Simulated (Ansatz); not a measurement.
CH$_{4}$InNO$_{2}$ (`N=C(O)[O][InH2]`), 9 atoms. Charge 0, multiplicity 1. Correlated methods include outer-core shells of In, which these sets cover unevenly. In: def2 effective core potential. Hardware: A = 2 threads of an AMD EPYC 7R13 on a shared host and a share of an NVIDIA H100 80 GB; B = 2 threads of an AMD EPYC 7R13 on a shared host. Correlated methods freeze the cores. Open-shell runs search over several starts.

(1) Give the basis size and wall time and peak host memory of each of these runs in Ansatz. UKS ωB97M-V/def2-TZVPP energy of the cation [B]; UKS PBE-D4/def2-TZVPP energy of the cation [B]; RKS PBE0-D4/def2-TZVP relaxation (7 steps) [A]; RKS B2PLYP (frozen core)/def2-TZVPP energy [B]; UKS B3LYP-D4/def2-TZVPP energy of the cation [B]; RKS PBE0-D4/def2-TZVP frequencies [A]; UHF-CCSD(T)/def2-TZVPP energy of the cation [A]; RHF-CCSD(T)/def2-SVP energy [B]; RKS ωB97M-V/def2-SVP energy [B]; RHF-MP2/def2-QZVPP energy [A]; RKS BHLYP-D4/def2-TZVPP energy [B]; RKS LC-ωPBE/def2-TZVPP energy [B]. (Best estimate.)

Results:

(1) Ansatz gave: Other jobs shared the machine, so times are rough.

| level | job | functions | wall time | peak host memory (GiB) |
| --- | --- | --- | --- | --- |
| RHF-MP2/def2-QZVPP | energy [A] | 430 | 2.8 s | 0.95 |
| RKS LC-ωPBE/def2-TZVPP | energy [B] | 230 | 3.2 s | 0.4 |
| RKS BHLYP-D4/def2-TZVPP | energy [B] | 230 | 3.7 s | 0.57 |
| RKS ωB97M-V/def2-SVP | energy [B] | 102 | 5 s | 0.33 |
| RKS B2PLYP (frozen core)/def2-TZVPP | energy [B] | 230 | 7.5 s | 0.62 |
| RKS PBE0-D4/def2-TZVP | relaxation (7 steps) [A] | 198 | 9.5 s | 0.85 |
| RHF-CCSD(T)/def2-SVP | energy [B] | 102 | 12 s | 0.52 |
| UKS B3LYP-D4/def2-TZVPP | energy of the cation [B] | 230 | 22 s | 1.1 |
| UKS PBE-D4/def2-TZVPP | energy of the cation [B] | 230 | 23 s | 0.7 |
| UHF-CCSD(T)/def2-TZVPP | energy of the cation [A] | 230 | 30 s | 0.84 |
| UKS ωB97M-V/def2-TZVPP | energy of the cation [B] | 230 | 52 s | 1.4 |
| RKS PBE0-D4/def2-TZVP | frequencies [A] | 198 | 110 s | 0.83 |

B3LYP here is the variant with VWN-RPA as its local correlation; programs differ in this. LC-ωPBE has ω = 0.4 bohr⁻¹.
